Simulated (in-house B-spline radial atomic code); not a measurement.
Checks on a self-consistent run for Ar V (Ar4+), [Ne] 3s1 3p2 6d1. Computed with a radial B-spline atomic code at the basis-set limit: Dirac-Hartree-Fock, average of configuration, Fermi nucleus of rms radius 3.4274 fm.

```tsv
orbital	q	ε (Eh)	<1/r>	<r²>	small-component weight
1s1/2	2	-122.44076	17.7053	0.0098581	0.0041214
2s1/2	2	-15.56048	3.59942	0.197701	0.00067643
2p1/2	2	-12.79901	3.49258	0.170615	0.00064571
2p3/2	4	-12.71339	3.46406	0.172532	0.00064107
3s1/2	1	-3.83017	1.12926	1.70092	0.00014377
3p1/2	0.66667	-3.15013	1.04388	1.91769	0.00012808
3p3/2	1.3333	-3.13936	1.03921	1.93008	0.00012752
6d3/2	0.4	-0.38321	0.158145	95.4514	1.2244e-05
6d5/2	0.6	-0.38316	0.158106	95.4764	1.2241e-05
```

Electron-electron repulsion V_ee = 157.7025 hartree.

Task: What total energy follows from the eigenvalues?

Result: The eigenvalues count the repulsion twice, so E = Σqε - V_ee = -362.953 - 157.703 = -520.656 hartree; the run printed -520.656.

Task: Does the Dirac virial theorem hold?

Result: For a point nucleus E = -2c²Σq·w, with w the small-component weight. Here Σq·w = 0.013863 and c = 137.0360, so the ratio E/(-2c²Σq·w) is 1.000003.

Task: What diamagnetic shielding (Lamb formula) and susceptibility (Langevin formula) do the radii give?

Result: σ = (α²/3)Σq<1/r> = 66.8197/(3·137.036²) = 1186.1 ppm, and χ = -0.79199×10⁻⁶·Σq<r²> = -81.15×10⁻⁶ cm³/mol with Σq<r²> = 102.47 bohr². Both are non-relativistic formulas without the paramagnetism of open shells.
